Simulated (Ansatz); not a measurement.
```yaml
crystal:
  periodic: [false, false, false]
  atoms:
    - {symbol: In, position_ang: [-1.261975, -0.438854, 0.927115]}
    - {symbol: C, position_ang: [0.293212, 0.623736, -0.097815]}
    - {symbol: B, position_ang: [1.399954, -0.016305, -0.908367]}
    - {symbol: O, position_ang: [0.377981, 0.429853, -1.622537]}
    - {symbol: H, position_ang: [-2.022525, -1.755648, 0.120852]}
    - {symbol: H, position_ang: [-1.656913, 0.039280, 2.535672]}
    - {symbol: H, position_ang: [0.435785, 1.675212, 0.154945]}
    - {symbol: H, position_ang: [2.434502, -0.557285, -1.109855]}
basis:
  gaussian: {orbitals: def2-TZVP}
magnetization: {spin_polarized: true, initial_magnetization: 8}
hamiltonian: {xc: {name: PBE0-DH}}
scf: {lower_state_search: off}
output: {forces: true}
```

```sh
$ ansatz run in.yaml --threads 2 --pin off --events-out ev --progress --plain --max-ram 32768MiB --backend cpu
```

It prints (some lines left out):

```
Functional definition: PBE0-DH
1287 factors; integrals over basis functions are off by at most 1.2e-3 eV
mean field evaluation 1: about -8962.6016 eV, gradient 2.7e1 eV
mean field evaluation 2: about -8962.7660 eV, gradient 2.7e1 eV
mean field evaluation 4: about -8967.2297 eV, gradient 5.0e0 eV
mean field evaluation 8: about -8967.5154 eV, gradient 6.9e-1 eV
mean field evaluation 16: about -8967.5661 eV, gradient 9.1e-2 eV
mean field evaluation 32: about -8967.5675 eV, gradient 2.3e-4 eV
mean field -8967.56754473 eV, -329.5520288333 hartree, gradient 4.7e-6 eV, S^2 20.023199; 0 other end points of the search recorded, 0 dependent functions left out
7 core orbitals not correlated: weight in the atoms' cores, before any rotation towards them, 1.000 or more for the frozen orbitals, at most 0.000 for the correlated occupied ones
reference -8967.56758317 eV, -329.5520302460 hartree; 19, 11 occupied and 141, 149 virtual orbitals, 1287 factors
second order -23.17960636 eV of doubles, -0.00000000 eV of singles
Total energy: -8970.46503397 eV, -329.6585095988 hartree
Atom 0 at    -1.261975    -0.438854     0.927115 Å, force     1.628737     1.185165    -0.663721 eV/Å
Atom 1 at     0.293212     0.623736    -0.097815 Å, force    -1.972280     3.532355     9.109356 eV/Å
Atom 2 at     1.399954    -0.016305    -0.908367 Å, force     7.379529    -3.703010     0.086370 eV/Å
Atom 3 at     0.377981     0.429853    -1.622537 Å, force    -3.930192     0.782782   -11.198900 eV/Å
Atom 4 at    -2.022525    -1.755648     0.120852 Å, force    -2.074507    -3.458550    -2.449049 eV/Å
Atom 5 at    -1.656913     0.039280     2.535672 Å, force    -0.860966     1.297018     4.217289 eV/Å
Atom 6 at     0.435785     1.675212     0.154945 Å, force    -0.089930     0.318641     0.266128 eV/Å
Atom 7 at     2.434502    -0.557285    -1.109855 Å, force    -0.080391     0.045601     0.632527 eV/Å
Dipole moment:    -0.294674     0.103001     0.134518 e Å
Checks for a lower state left out: starts, cluster_reference, orbital_swaps, neighbouring_geometries, increment
```

In this input the spin is set far too high for this molecule. The run converged. The result belongs to that input, not to the molecule as meant.
